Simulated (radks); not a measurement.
Si2+, configuration [Ne] 3s2 (the NIST ground configuration).

All-electron calculation, Dirac Kohn-Sham, PBEsol, spin-unpolarised, spherical densities, point nucleus. Program: a radial shooting solver on a logarithmic mesh with Libxc functionals.

Energy parts (hartree):
| part | energy |
|---|---|
| total | -288.42889 |
| kinetic | 289.24950 |
| electron-nucleus | -680.25075 |
| Hartree | 122.16125 |
| exchange-correlation | -19.58888 |

Orbitals (lengths in bohr, moments of r in powers of bohr; r(max) is where P^2 peaks):
orbital  occ.  eigenvalue (hartree)    <r^2>   r(max)
1s1/2       2             -66.29910  0.01672  0.07270
2s1/2       2              -5.89483   0.3855   0.4549
2p1/2       2              -4.30632   0.3612   0.3863
2p3/2       4              -4.28248   0.3640   0.3879
3s1/2       2              -1.04693    4.362    1.697

The highest occupied level is 3s1/2 at -28.489 eV. For comparison, the ionisation energy in NIST's Atomic Spectra Database is 33.493 eV (measured). In exact Kohn-Sham theory the highest level is minus the ionisation energy, but local and semilocal functionals leave it too shallow, through self-interaction and a potential that decays too fast; potentials with the right tail come closer.
